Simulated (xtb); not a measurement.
B(Cl)(OMe)(SH) (CH4BClOS), SMILES COB(S)Cl. All values are semi-empirical tight-binding results from xtb (GFN2-xTB unless named), good for trends rather than for accurate numbers. Geometry optimised at GFN2-xTB. One conformer was computed; it need not be the lowest.

Computed properties:
The orbital gap is 5.01 eV and the zero-point energy comes out as 34.5 kcal/mol. The G − E(el) at 298.15 K (modified RRHO) comes out as 14.6 kcal/mol and the static polarisability (D4 model) is 64.7 bohr³. The solvation energy, GFN2-xTB/ALPB(water) comes out as -2.7 kcal/mol and the solvation energy, GFN2-xTB/ALPB(acetone) comes out as -7.1 kcal/mol.
